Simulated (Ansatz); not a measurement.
Reaction (formal exchange of groups at the Se–Ga bond): `[GaH2][SeH]` + `O[SiH2]F` → `O[SiH](F)[SeH]` + `[GaH3]`

Calculated with Ansatz (gas phase, PBE0-D4/def2-TZVP geometries, no zero-point term in ΔE). CBS: MP2 limit from def2 TZ/QZ plus the TZ coupled-cluster correction, frozen cores. For Ga, Se outer-core shells are correlated without core-valence functions, which leaves a few kJ/mol of doubt a bond. Scalar relativity is left out up to krypton. One conformer a species, not always the lowest.

```tsv
species	CCSD(T)/CBS(def2) energy (Eh)
`[GaH2][SeH]`	-4326.46797
`O[SiH2]F`	-465.96250
`O[SiH](F)[SeH]`	-2866.70409
`[GaH3]`	-1925.70545
```

Question: Work out ΔE.

Answer: ΔE = (-2866.70409) + (-1925.70545) − (-4326.46797) − (-465.96250) = 0.02093 Eh = +13.1 kcal/mol.

Question: What do rigid-rotor, harmonic-oscillator terms from PBE0-D4/def2-TZVP frequencies (298.15 K, 1 bar) make of the CCSD(T)/CBS value? (An estimate is asked.)

Answer: The calculation gave: ΔZPE = -1.5 kcal/mol, ΔH = +12.1 kcal/mol, ΔS = -17 J/(mol·K), ΔG = +13.3 kcal/mol.

Largest T1 diagnostic among the species: 0.013.

At CCSD(T), def2-SVP lies +1.7 kcal/mol from the extrapolated value and def2-TZVPP +0.3 kcal/mol. The D4 term adds −1.1 kcal/mol with B3LYP and −0.6 kcal/mol with PBE0; it sums over pairs of atoms, weighted by their polarisabilities, and B3LYP, whose exchange is more repulsive, gets the larger term. Leaving LDA and LC-ωPBE aside and taking each functional with its dispersion term where it has one, the values, not all of them listed here, spread over 3.6 kcal/mol, from B97M-V to B2PLYP. LDA lies −0.9 kcal/mol from PBE without D4.

B3LYP here is the variant with VWN-RPA as its local correlation; programs differ in this.
